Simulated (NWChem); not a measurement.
Species: SiNH4, doublet; SMILES [SiH3][NH]

```xyz
6

N     -0.0987    -1.2444     0.0002
Si    -0.0146     0.5195     0.0001
H      0.8450    -1.6556     0.0002
H     -1.3898     1.0883     0.0099
H      0.7108     1.0003    -1.2214
H      0.7298     1.0040     1.2087
```
Atoms are numbered in this order, from 1.

Results from NWChem. Spin-unrestricted. Geometry: optimised at PBE0/def2-SVP, spin-unrestricted. No stability test was run on the SCF state. Total energies compare along this basis series because the functional is fixed.

| level | basis functions | energy (Ha) | highest occupied level (eV) | lowest empty minus highest occupied level, either spin (eV) | dipole (D) | <S²> | relative time |
|---|---|---|---|---|---|---|---|
| TPSS/pcseg-1 | 52 | -346.5981 | -6.60 | 2.08 | 1.57 | 0.753 | 3 |
| TPSS/aug-pcseg-1 | 86 | -346.6057 | -6.80 | 2.11 | 1.37 | 0.753 | 7 |
| TPSS/pcseg-2 | 120 | -346.6625 | -6.74 | 2.14 | 1.47 | 0.754 | 10 |
| TPSS/STO-3G | 18 | -342.5243 | -2.91 | 2.58 | 1.43 | 0.752 | 1 |
| TPSS/def2-SVP | 52 | -346.4842 | -6.43 | 2.11 | 1.41 | 0.753 | 2 |

Times are rough ratios from one shared machine.
